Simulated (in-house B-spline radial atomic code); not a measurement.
RPA and G0W0 on PBE0: Ag6+

Configuration [Kr] 4d5, highest spin, mean-field start PBE0. Computed with an all-electron radial atomic-structure program (B-spline basis): all electrons, scalar-relativistic (spin-free one-electron X2C), finite nucleus, each spin shell either full or empty, empty states to l = 9 with an (l + 1/2)⁻⁴ tail; G0W0 by contour deformation at full frequency.

Command:
```bash
python run_gw.py task.json out
```
Settings (radii: box in bohr, nucleus in fm):
```
Z                        47
electrons                41
configuration            [Kr] 4d5
hamiltonian              x2c
method                   pbe0
lmax                     9
rms_radius               4.5454
spin_polarised           True
box_radius               9.29
intervals                67
```

Time taken, with all properties: 7.2 s on 1 thread of Arm Neoverse N1, with other jobs on the host.

Energies (hartree):

| term | value |
| --- | --- |
| mean-field total | -5305.38745 |
| Hartree-Fock functional on these orbitals | -5303.50716 |
| direct second order | -3.4504 |
| second-order exchange | 0.99397 |
| SOSEX correction | 0.93801 |

**Question.** What is the RPA correlation energy, and what remains with SOSEX?

**Answer.** RPA gives -3.1084 hartree (-2.06 eV per electron); RPA + SOSEX gives -2.1704, and the second-order doubles -2.4564 hartree (no singles). RPA lacks exchange-type terms and so overcorrelates at short range.

Quasi-particle levels (eV):

```tsv
level	occupied	mean field	Σx - vxc	Σc	QP weight	G0W0
4d up	yes	-100.36	-7.03	?	?	?
4p down	yes	-151.74	-7.31	-0.37	0.957	-159.42
4d down	no	-89.76	9.55	-3.77	0.967	-83.98
```

G0W0 = mean field + (Σx - vxc) + Σc, with Σc (partial-wave tail included) taken at the quasi-particle energy. Only the outer levels were computed. Levels of low weight are left out.

**Question.** Where does G0W0 put 4d up?

**Answer.** At -107.57 eV, with Σc = -0.18 eV and a quasi-particle weight of 0.966. The tabulated removal energy is 106 ± 2 eV (NIST, tabulated theory); the calculation leaves out spin-orbit coupling, Breit and QED terms, and what these don't explain is the method's own error.
